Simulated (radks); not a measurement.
Results of a calculation; reference values are marked as such.
Task: The mean radii <r> (bohr) of the occupied orbitals of an atom or ion are listed with their occupations. Code: a radial shooting solver on a logarithmic mesh with Libxc functionals. Model: scalar-relativistic Kohn-Sham, LDA (Slater exchange, VWN5 correlation), spin-polarised, spherical densities, finite nucleus; Fermi nuclear charge, rms radius of each element as measured or else 0.836 A^(1/3) + 0.57 fm.

| orbital | occ. | <r> |
|---|---|---|
| 1s up | 1 | 0.01868 |
| 1s down | 1 | 0.01868 |
| 2s up | 1 | 0.07889 |
| 2s down | 1 | 0.07889 |
| 2p up | 3 | 0.07044 |
| 2p down | 3 | 0.07044 |
| 3s up | 1 | 0.2017 |
| 3s down | 1 | 0.2017 |
| 3p up | 3 | 0.2007 |
| 3p down | 3 | 0.2007 |
| 3d up | 5 | 0.1807 |
| 3d down | 5 | 0.1807 |
| 4s up | 1 | 0.4024 |
| 4s down | 1 | 0.4023 |
| 4p up | 1 | 0.4118 |

Name the element and its charge. Open shells, if any, are filled with parallel spins first.

Result: Z = 73, tantalum, charge +42: Ta42+ in [Ar] 3d10 4s2 4p1. The 1s radius gives Z: for a bare nucleus <r> = (2 gamma + 1)/(2Z) with gamma = sqrt(1 - (Z/c)^2), 0.01844 bohr for Z = 73, and screening makes it slightly larger (0.01868 here). The occupations add up to 31, and the charge is Z minus that.
